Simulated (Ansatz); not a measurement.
A thermochemical cycle in electronic energies (no zero-point or thermal terms), species as SMILES, kcal/mol. Geometries: B3LYP-D3(BJ)/def2-TZVP minima from Ansatz (a quantum-chemistry and plane-wave program). Valence correlation only, unless marked. Open shells are spin-unrestricted. Spin-orbit coupling is left out. Non-relativistic. Basis-set limits of correlation are two-point, X^-3; Hartree-Fock from the larger set. The bracket is a focal-point correction in the basis named. Anions need diffuse functions, of which def2-TZVPD holds fewer than the aug- sets.

```
step                                                                                                                                RI-MP2/CBS(aug-cc-pV(T+d)Z,aug-cc-pV(Q+d)Z)+[CCSD(T)-MP2]/aug-cc-pV(T+d)Z (Ansatz)  PBE0-D4/def2-TZVPD (Ansatz + dftd4)
----------------------------------------------------------------------------------------------------------------------------------  ----------------------------------------------------------------------------------  -----------------------------------
electron affinity EA, positive where the anion is bound: [H][S@OH20]([H])([H])([H])[H] (H5S) + e- → [H][S@OH20-]([H])([H])([H])[H]                                                                                22.2                                 17.6
deprotonation energy A: [H][S@OH27]([H])([H])([H])([H])[H] (H6S) → [H][S@OH20-]([H])([H])([H])[H] + H+                                                                                                           355.7                                355.6
ionisation of the H atom at the same level, IE                                                                                                                                                                   313.7                                314.4
```

Question: Find the bond energy D: [H][S@OH27]([H])([H])([H])([H])[H] (H6S) -> [H][S@OH20]([H])([H])([H])[H] (H5S) + H atom.

Answer: Breaking the bond, ionising the H atom and attaching the electron to the radical add up to the deprotonation, A = D + IE - EA. At RI-MP2/CBS(aug-cc-pV(T+d)Z,aug-cc-pV(Q+d)Z)+[CCSD(T)-MP2]/aug-cc-pV(T+d)Z: D = A - IE + EA = 355.7 - 313.7 + 22.2 = 64.2. At PBE0-D4/def2-TZVPD: D = A - IE + EA = 355.6 - 314.4 + 17.6 = 58.8. The functional differs from the first level by -5.4 in D, -4.6 in EA and -0.1 in A; for EA and A the gap mixes functional and basis.
